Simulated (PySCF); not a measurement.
SMILES [Mg]([S]C)[S]C (C₂H₆MgS₂), singlet, B3LYP/def2-SVP optimised geometry.

```
11

Mg     0.76     1.06     0.00
S      3.07     1.06     0.00
C      3.54    -0.15     1.32
H      3.18     0.16     2.31
H      4.64    -0.18     1.35
H      3.18    -1.17     1.10
S     -1.55     1.17     0.00
C     -2.08    -0.10    -1.24
H     -1.72     0.14    -2.26
H     -3.18    -0.09    -1.26
H     -1.75    -1.11    -0.97
```

Density from B3LYP/def2-TZVP (PySCF) at that geometry.

Minimum of the electron density along straight lines between bonded atoms, close to the bond critical point (lines longer than 1.1 times the sum of covalent radii, or with two minima, are not listed):

| bond | length / Å | ρ at the minimum / e bohr⁻³ | ∇²ρ there / e bohr⁻⁵ | position (fraction from the first atom) |
|---|---|---|---|---|
| Mg1–S2 | 2.312 | 0.049 | 0.21 | 0.39 |
| S2–C3 | 1.851 | 0.166 | -0.23 | 0.52 |
| C3–H4 | 1.099 | 0.276 | -0.94 | 0.64 |
| C3–H5 | 1.099 | 0.276 | -0.94 | 0.65 |
| C3–H6 | 1.099 | 0.276 | -0.94 | 0.64 |
| Mg1–S7 | 2.312 | 0.049 | 0.21 | 0.39 |
| S7–C8 | 1.851 | 0.166 | -0.23 | 0.52 |
| C8–H9 | 1.099 | 0.276 | -0.94 | 0.64 |
| C8–H10 | 1.099 | 0.276 | -0.94 | 0.65 |
| C8–H11 | 1.099 | 0.276 | -0.94 | 0.64 |
